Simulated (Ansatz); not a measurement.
`[OH][Sn][F]` + `CC(C)[O][Sn][OH]` → `CC(C)[O][Sn][F]` + `[OH][Sn][OH]`  (redistribution)

Computed with Ansatz on PBE0-D4/def2-TZVP structures; ΔE is electronic, products minus reactants. CCSD(T)/CBS adds triple-zeta CCSD(T) − MP2 to the extrapolated MP2 energy (def2 sets, frozen cores). DFT in def2-TZVPP. B3LYP here is the variant with VWN-RPA as its local correlation; programs differ in this. Elements past krypton have def2 core potentials. For Sn outer-core shells are correlated without core-valence functions, which leaves a few kJ/mol of doubt a bond. One conformer a species, not always the lowest.

```
          level  ΔE (kJ/mol)  difference from CCSD(T)/CBS
         PBE-D4        -18.6                          1.0
       B3LYP-D4        -19.1                          0.5
            PBE        -18.1                          1.5
         r2SCAN        -20.0                         -0.4
  HF/def2-TZVPP        -18.6                          1.0
 MP2/def2-TZVPP        -20.5                         -0.9
CCSD/def2-TZVPP        -20.4                         -0.8
  HF/def2-QZVPP        -17.7                          1.9
   HF/CBS(def2)        -17.5                          2.1
 CCSD/CBS(def2)        -19.6                          0.0
    CCSD(T)/CBS        -19.6                            0
```

Largest T1 diagnostic among the species: 0.018.
